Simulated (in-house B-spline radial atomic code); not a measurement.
Configurations of the thallium ion Tl³⁺, with energies counted from [Xe] 4f14 5d10. All numbers are computed (Dirac-Hartree-Fock, average of configuration; Fermi nucleus of rms radius 5.4759 fm) with an all-electron radial atomic-structure program (B-spline basis), not measured. Energies include first-order Breit, QED and recoil terms.

Occupations are held fixed; configurations that lie above the ionisation limit could autoionise.

```json
{"configuration": "[Xe] 4f14 5d9 8s1", "E - E(ref) (eV)": "39.181", "highest orbital": "8s1/2", "its <r> (bohr)": "7.483"}
{"configuration": "[Xe] 4f14 5d9 9s1", "E - E(ref) (eV)": "42.881", "highest orbital": "9s1/2", "its <r> (bohr)": "11.21"}
{"configuration": "[Kr] 4d10 4f14 5s2 5p5 5d10 9d1", "E - E(ref) (eV)": "115.7", "highest orbital": "9d5/2", "its <r> (bohr)": "15.23"}
{"configuration": "[Kr] 4d10 4f14 5s2 5p5 5d10 7g1", "E - E(ref) (eV)": "116.4", "highest orbital": "7g7/2", "its <r> (bohr)": "15.81"}
{"configuration": "[Kr] 4d10 4f14 5s2 5p5 5d10 9g1", "E - E(ref) (eV)": "118.16", "highest orbital": "9g7/2", "its <r> (bohr)": "27.79"}
{"configuration": "[Xe] 4f13 5d10 8p1", "E - E(ref) (eV)": "147.38", "highest orbital": "8p3/2", "its <r> (bohr)": "8.599"}
{"configuration": "[Xe] 4f13 5d10 5g1", "E - E(ref) (eV)": "148.12", "highest orbital": "5g7/2", "its <r> (bohr)": "6.851"}
{"configuration": "[Kr] 4d9 4f14 5s2 5p6 5d10 5g1", "E - E(ref) (eV)": "426.66", "highest orbital": "5g7/2", "its <r> (bohr)": "6.851"}
{"configuration": "[Kr] 4d9 4f14 5s2 5p6 5d10 9f1", "E - E(ref) (eV)": "431.77", "highest orbital": "9f5/2", "its <r> (bohr)": "21"}
```

Task: Order these further configurations by energy, lowest first.
A. [Kr] 4d9 4f14 5s2 5p6 5d10 9p1
B. [Kr] 4d9 4f14 5s2 5p6 5d10 8f1
C. [Kr] 4d9 4f14 5s2 5p6 5d10 9g1
D. [Kr] 4d10 4f14 5s2 5p5 5d10 6f1
E. [Kr] 4d9 4f14 5s2 5p6 5d10 6s1

Result: D (111.43 eV), E (395.32 eV), A (428.93 eV), B (430.63 eV), C (432.68 eV).

Task: How far above the reference does [Xe] 4f14 5d9 7g1 lie?

Result: 45.746 eV; its least bound orbital is 7g7/2 with <r> = 15.82 bohr.

Task: How far above the reference does [Xe] 4f14 5d9 6g1 lie?

Result: 44.139 eV; its least bound orbital is 6g7/2 with <r> = 10.96 bohr.

Task: How far above the reference does [Kr] 4d9 4f14 5s2 5p6 5d10 5f1 lie?

Result: 420.79 eV; its least bound orbital is 5f5/2 with <r> = 3.848 bohr.
